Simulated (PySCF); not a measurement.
# Working with the constants of InF⁻

UHF-CCSD(T) constants of InF⁻, ²Π (doublet), unpaired electrons π ↑ (PySCF, scalar-relativistic core potentials, basis sets In def2-TZVPPD with ECP28, F def2-TZVPPD; masses 114.9039 and 18.9984 u):

```
ωe              : 418.3 cm⁻¹
ωexe            : 3.19 cm⁻¹
Be              : 0.23935 cm⁻¹
αe              : 0.00231 cm⁻¹
D (centrifugal) : 3.13e-07 cm⁻¹
De to In + F⁻   : 2.26 eV
```

Problem. Give the vibrational terms G(v) and spacings up to v = 6.

Solution. G(v) = ωe(v+½) − ωexe(v+½)².

```
v  G(v) (cm⁻¹)  G(v) − G(v−1)  Bv (cm⁻¹)
0          208                    0.2382
1          620            412     0.2359
2         1026            406     0.2336
3         1425            399     0.2313
4         1818            393     0.2290
5         2204            386     0.2266
6         2584            380     0.2243
```

Problem. How well does the Morse estimate ωe²/(4ωexe) reproduce De, and what is D0?

Solution. It gives 1.70 eV, 75 % of the computed De. D0 = De − G(0) = 2.26 − 0.03 = 2.23 eV.

Correlated steps freeze 5 core orbitals. Spin–orbit coupling is left out, which matters for elements this heavy, above all for dissociation energies. For an ion De counts to the pair picked by the measured ionisation energies or electron affinities, which need not be the lowest pair at this level. The state is the lowest determinant that a PBE0 search found; another state may lie lower at other levels.
